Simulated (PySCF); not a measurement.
CH6GeNOP.
Bonds: O1–C2 (double), C2–N3, N3–Ge4, Ge4–P5. Hydrogens: H6 on C2; H7 on N3; H8, H9 on Ge4; H10, H11 on P5.

Method used: PBE0-D3(BJ)/def2-SVP geometry optimisation, gas phase in PySCF 2.14.0.

Problem. List the bond lengths, angles and torsions at this level.

Solution. 
```csv
bond,length (bohr),order
O1=C2,2.293,double
C2–N3,2.556,single
N3–Ge4,3.540,single
Ge4–P5,4.376,single
C2–H6,2.110,single
N3–H7,1.916,single
"Ge4–H8, Ge4–H9",2.907,single
"P5–H10, P5–H11",2.699,single
```

Bonds in one row agree within 0.02 bohr and their mean is given. Orders are formal, as drawn. A selection of angles:
```csv
angle,degrees
O1–C2–N3,123.1
O1–C2–H6,122.4
N3–C2–H6,114.5
C2–N3–Ge4,117.5
C2–N3–H7,118.6
Ge4–N3–H7,123.9
N3–Ge4–P5,108.4
N3–Ge4–H8,108.1
N3–Ge4–H9,103.3
P5–Ge4–H8,115.4
P5–Ge4–H9,110.0
H8–Ge4–H9,110.9
Ge4–P5–H10,93.4
H10–P5–H11,94.2
```

Dihedral angles: O1–C2–N3–Ge4 1° (synperiplanar); C2–N3–Ge4–P5 61° (synclinal). The mirror-image conformer, all signs reversed, is as good.

Of the pairs four or more bonds apart, O1···P5 is among the closest relative to their van der Waals radii: 3.48 Å, 105 % of the sum of Bondi's values. Ge4 (germanium bonded to N, P and 2 H) is distorted tetrahedral (angles from 103.3° to 115.4°). P5 (three-coordinate phosphorus) is pyramidal (angles 94.2°, 93.4° and 92.7°, sum 280.2°, 0.87 Å off the plane of its three neighbours). N3 (amide nitrogen) is planar (angles 123.9°, 118.6° and 117.5°, sum 359.9°, 0.02 Å off the plane of its three neighbours).

Point group: C1 (no symmetry element, even within 0.4 Å). Stationary, but not proved a minimum. One conformer, not necessarily the lowest (O1–C2–N3–Ge4 1°, C2–N3–Ge4–P5 61°, N3–Ge4–P5–H -86° and 180°).
